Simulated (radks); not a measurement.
Values are calculated unless marked as measured or tabulated.
Spherical quantum dot in the effective-mass picture: electrons in a parabolic well V = omega^2 r^2 / 2 with omega = 1.08, all in effective atomic units (hartree* = m*/eps^2 hartree, bohr* = eps/m* bohr), one dielectric constant everywhere. Level of theory: non-relativistic Kohn-Sham, r2SCAN, spin-polarised, spherical densities, generalised Kohn-Sham scheme (a radial shooting solver with Libxc functionals). Levels are named by radial order and angular momentum (1s, 1p, 1d, 2s, ...), and open shells are averaged over m. Results are scaled to m* = 0.302 and eps = 7.3, for which hartree* = 154.2 meV and bohr* = 1.279 nm.

N = 21, configuration 1s2 1p6 1d10 2s2 1f(up 1, down 0). This is the lowest configuration that the search found. Occupied and some empty levels:

| level | occupation | eigenvalue (meV) | <r> (nm) |
|---|---|---|---|
| 1s up | 1 | 1723.5 | 2.110 |
| 1s down | 1 | 1724.3 | 2.096 |
| 1p up | 3 | 1799.9 | 2.602 |
| 1p down | 3 | 1801.9 | 2.591 |
| 1d up | 5 | 1889.1 | 2.945 |
| 1d down | 5 | 1892.0 | 2.938 |
| 2s up | 1 | 1913.6 | 2.517 |
| 2s down | 1 | 1915.9 | 2.525 |
| 1f up | 1 | 1989.3 | 3.217 |
| 1f down | 0 | 1993.1 | 3.213 |
| 2p up | 0 | 2025.6 | 2.840 |
| 2p down | 0 | 2027.8 | 2.843 |
| 1g up | 0 | 2099.2 | 3.450 |
| 1g down | 0 | 2103.6 | 3.447 |
| 2d up | 0 | 2143.0 | 3.141 |
| 2d down | 0 | 2145.7 | 3.135 |

Energy (meV): total 25296.5, kinetic 3094.6, external 9494.2, Hartree 14227, exchange-correlation -1519.5.
